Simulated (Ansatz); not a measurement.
Start from `CB(S)C[SiH3]` and change one atom or group to get `CB(S)Br`.

Ansatz, PBE0-D4/def2-TZVP geometries, multiplicity 1. Each molecule was computed in one conformer, which needn't be the lowest.

Scalar relativity is left out up to krypton.

```csv
property,`CB(S)C[SiH3]`
HOMO energy (ωB97M-V/def2-TZVPP) / eV,-9.94
HOMO energy (PBE/def2-TZVPP) / eV,-6.60
LUMO energy (ωB97M-V/def2-TZVPP) / eV,1.38
HOMO energy (PBE0/def2-TZVPP) / eV,-7.76
HOMO–LUMO gap (PBE/def2-TZVPP) / eV,5.10
size of the dipole moment (B3LYP/def2-TZVPP) / D,1.21
```

(1) Give the same properties after the change, and the shifts. (Best estimate.)

Answers

(1) The calculation gave: 
| property | `CB(S)Br` | shift |
| --- | --- | --- |
| HOMO energy (ωB97M-V/def2-TZVPP) / eV | -10.13 | -0.19 |
| HOMO energy (PBE/def2-TZVPP) / eV | -6.80 | -0.20 |
| LUMO energy (ωB97M-V/def2-TZVPP) / eV | 1.02 | -0.36 |
| HOMO energy (PBE0/def2-TZVPP) / eV | -7.99 | -0.23 |
| HOMO–LUMO gap (PBE/def2-TZVPP) / eV | 4.88 | -0.22 |
| size of the dipole moment (B3LYP/def2-TZVPP) / D | 2.16 | 0.95 |

With PBE0 the HOMO falls by 0.23 eV and the LUMO falls by 0.44 eV, so the gap narrows by about 0.21 eV. PBE moves the HOMO by -0.20 eV and ωB97M-V by -0.19 eV. Dipoles are sizes alone; their direction can turn.

B3LYP here is the variant with VWN-RPA as its local correlation; programs differ in this.

Spin–orbit coupling is left out; it splits and shifts lone-pair levels of the heavy atoms by tenths of an eV.
